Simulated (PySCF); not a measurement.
Job file and geometry (Å, from GFN2-xTB) of an NMR shielding run on SMILES C#C[C@@H]1[SiH2][SiH2]CS1, C4H8SSi2, GIAO PBE0/pcSseg-1 NMR shielding, non-relativistic, gas phase (PySCF 2.14.0, density-fitted response routines); density fitting, a coarse starting grid and PySCF grid level 2 are the driver's defaults:

```
$ OMP_NUM_THREADS=1 python probes_run.py task.json out

{"job": {"kind": "nmr", "xc": "PBE0", "basis": "pcSseg-1"}, "charge": 0, "multiplicity": 1}
C      2.635318    -0.432615     0.862255
C      1.906252     0.022149     0.026111
C      0.949544     0.489444    -0.930909
Si    -0.378864     1.658410    -0.147262
Si    -1.810765    -0.009178     0.586525
C     -0.859080    -1.491838    -0.173773
S      0.041083    -0.943254    -1.661501
H      3.316183    -0.802383     1.569150
H      1.461496     0.943070    -1.780359
H     -0.854364     2.509917    -1.243022
H      0.305216     2.504665     0.835328
H     -3.158344     0.005979     0.008328
H     -1.927314    -0.236314     2.030620
H     -0.123787    -1.914419     0.510738
H     -1.506987    -2.295643    -0.514142
```

Question: Write the output of this run.

Answer: 
```
coarse grid: 14176 points
cycle   1  E = -1133.6270199470  dE =  7.273e-01  |g| = 3.678e-01  |ddm| = 3.821e+00
cycle   2  E = -1133.6303447629  dE = -3.325e-03  |g| = 3.472e-01  |ddm| = 9.704e-01
cycle   3  E = -1133.6616044886  dE = -3.126e-02  |g| = 8.042e-02  |ddm| = 4.759e-01
cycle   4  E = -1133.6628501218  dE = -1.246e-03  |g| = 4.655e-02  |ddm| = 1.236e-01
cycle   5  E = -1133.6633654064  dE = -5.153e-04  |g| = 1.327e-02  |ddm| = 4.550e-02
cycle   6  E = -1133.6634071649  dE = -4.176e-05  |g| = 3.576e-03  |ddm| = 1.736e-02
cycle   7  E = -1133.6634104319  dE = -3.267e-06  |g| = 6.506e-04  |ddm| = 4.299e-03
final grid: 123408 points
cycle   8  E = -1133.7076148921  dE = -2.053e-05  |g| = 7.213e-03  |ddm| = 3.517e-02
cycle   9  E = -1133.7076029983  dE =  1.189e-05  |g| = 9.842e-03  |ddm| = 1.757e-02
cycle  10  E = -1133.7076277580  dE = -2.476e-05  |g| = 1.143e-03  |ddm| = 1.084e-02
cycle  11  E = -1133.7076280202  dE = -2.622e-07  |g| = 5.148e-04  |ddm| = 1.241e-03
cycle  12  E = -1133.7076280859  dE = -6.575e-08  |g| = 9.243e-05  |ddm| = 4.666e-04
cycle  13  E = -1133.7076280880  dE = -2.135e-09  |g| = 2.962e-05  |ddm| = 1.321e-04
cycle  14  E = -1133.7076280883  dE = -2.340e-10  |g| = 8.664e-06  |ddm| = 4.856e-05
converged SCF energy = -1133.7076280883

GIAO shielding tensors (ppm)
atom      isotropic    diamagn.    paramagn.     s11        s22        s33       span
  0 C      107.211     258.370    -151.159     35.930     51.103    234.599    198.669
  1 C       99.027     262.436    -163.410    -13.483     11.420    299.143    312.626
  2 C      161.526     253.059     -91.533    151.007    153.761    179.810     28.803
  3 Si     402.526     879.202    -476.675    343.830    403.241    460.508    116.677
  4 Si     414.483     879.165    -464.682    356.411    421.222    465.816    109.404
  5 C      170.397     254.394     -83.996    146.494    170.664    194.033     47.538
  6 S      426.991    1055.821    -628.830    264.509    387.293    629.172    364.664
  7 H       29.842      34.172      -4.330     24.592     24.855     40.078     15.486
  8 H       28.398      29.063      -0.664     23.615     25.382     36.198     12.583
  9 H       27.594      28.668      -1.074     23.863     24.717     34.201     10.338
 10 H       27.402      28.246      -0.844     23.130     25.372     33.705     10.575
 11 H       27.752      28.308      -0.556     23.847     25.166     34.242     10.396
 12 H       27.439      28.407      -0.968     23.635     24.580     34.100     10.465
 13 H       29.112      31.253      -2.142     23.356     27.185     36.794     13.438
 14 H       29.514      29.765      -0.251     23.649     26.851     38.041     14.392
```

Question: Turn these shieldings into chemical shifts. δ = σ(ref) − σ, references computed at the same level: $^{13}$C (σref 186.93), $^{29}$Si (σref 349.16), $^{1}$H (σref 31.72) vs TMS; $^{33}$S (σref 503.73) against CS2.

Answer: Averaging equivalent atoms: C 1: 87.9; C 0: 79.7; C 2: 25.4; C 5: 16.5; Si 3: -53.4; Si 4: -65.3; S 6: 77; H 10: 4.31; H 12: 4.28; H 9: 4.12; H 11: 3.97; H 8: 3.32; H 13: 2.61; H 14: 2.20; H 7: 1.88 ppm. 

Size and cost of the density-fitted run: 180 basis functions, 58 s wall time on 1 thread of an Arm Neoverse V1, shared host; peak memory 0.8 GiB.
